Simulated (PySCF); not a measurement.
TaF4, SMILES [F][Ta]([F])([F])[F] (connectivity only; charge and spin as stated), neutral, multiplicity 2.

Geometry: B3LYP-D3(BJ)/def2-SVP. The multiplicity is an assumed one; other spin states were not compared. The isomer is the one that the SMILES or the coordinates give; other isomers of the formula were not compared. The def2 effective core potentials stand for the cores of Ta; spin–orbit coupling is left out.

Level of theory: PBE/def2-TZVP run with PySCF.

The molecule is in vacuum.

```yaml
total_energy: -456.49792 hartree
point_group: D2d
"α spin, highest occupied and lowest empty level": -5.33 and -2.97 eV
"β spin, highest occupied and lowest empty level": -10.23 and -3.71 eV
dipole_moment: 0.00 D
quadrupole, principal values (traceless, Buckingham form, about the centre of nuclear charge): -2.50, -2.50, 5.01 D·Å
mean_static_polarisability: 41.2 bohr³ (6.11 Å³)
polarisability_principal_values: 39.9, 39.9, 43.9 bohr³
"⟨S²⟩": 0.752 (pure state 0.75)
```
